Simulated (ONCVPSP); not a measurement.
u(r) = r·R(r): atom against pseudo-atom (Ti (Z = 22))

Columns: radius, all-electron u(r) and pseudo u(r) of the 3d shell (level -7.65 eV) of titanium in the configuration [Ne] 3s2 3p6 3d2 4s1.5; PBE, scalar-relativistic, ONCV scheme, ONCVPSP 4.0.1.

```json
{"r (bohr)": "0.090", "all-electron": "0.0246", "pseudo": "0.0037"}
{"r (bohr)": "0.180", "all-electron": "0.1158", "pseudo": "0.0279"}
{"r (bohr)": "0.270", "all-electron": "0.2439", "pseudo": "0.0869"}
{"r (bohr)": "0.360", "all-electron": "0.3766", "pseudo": "0.1845"}
{"r (bohr)": "0.450", "all-electron": "0.4955", "pseudo": "0.3133"}
{"r (bohr)": "0.540", "all-electron": "0.5930", "pseudo": "0.4574"}
{"r (bohr)": "0.630", "all-electron": "0.6684", "pseudo": "0.5969"}
{"r (bohr)": "0.720", "all-electron": "0.7221", "pseudo": "0.7139"}
{"r (bohr)": "0.810", "all-electron": "0.7561", "pseudo": "0.7967"}
{"r (bohr)": "0.900", "all-electron": "0.7736", "pseudo": "0.8418"}
{"r (bohr)": "0.990", "all-electron": "0.7780", "pseudo": "0.8528"}
{"r (bohr)": "1.080", "all-electron": "0.7724", "pseudo": "0.8383"}
{"r (bohr)": "1.170", "all-electron": "0.7593", "pseudo": "0.8085"}
{"r (bohr)": "1.260", "all-electron": "0.7408", "pseudo": "0.7723"}
{"r (bohr)": "1.350", "all-electron": "0.7187", "pseudo": "0.7356"}
{"r (bohr)": "1.440", "all-electron": "0.6940", "pseudo": "0.7015"}
{"r (bohr)": "1.530", "all-electron": "0.6679", "pseudo": "0.6703"}
{"r (bohr)": "1.620", "all-electron": "0.6410", "pseudo": "0.6415"}
{"r (bohr)": "1.710", "all-electron": "0.6139", "pseudo": "0.6139"}
{"r (bohr)": "1.800", "all-electron": "0.5869", "pseudo": "0.5869"}
{"r (bohr)": "1.890", "all-electron": "0.5604", "pseudo": "0.5604"}
{"r (bohr)": "1.980", "all-electron": "0.5346", "pseudo": "0.5346"}
{"r (bohr)": "2.070", "all-electron": "0.5095", "pseudo": "0.5095"}
{"r (bohr)": "2.160", "all-electron": "0.4853", "pseudo": "0.4853"}
{"r (bohr)": "2.250", "all-electron": "0.4621", "pseudo": "0.4621"}
{"r (bohr)": "2.340", "all-electron": "0.4398", "pseudo": "0.4398"}
```

(1) How many radial nodes do the two functions have?

(2) At about which radius was the pseudo-wave matched?

(3) Is the pseudo-wave norm-conserving?

Answers

(1) The all-electron 3d function has n − l − 1 = 0; the pseudo-wave has 0.

(2) 1.80 bohr. The columns agree to 0.0005 from 1.62 bohr on; several derivatives are matched, so the curves merge somewhat inside the radius.

(3) Yes: the ONCV scheme keeps the norm inside the radius equal to the all-electron one, which fixes the energy derivative of the logarithmic derivative at the level.
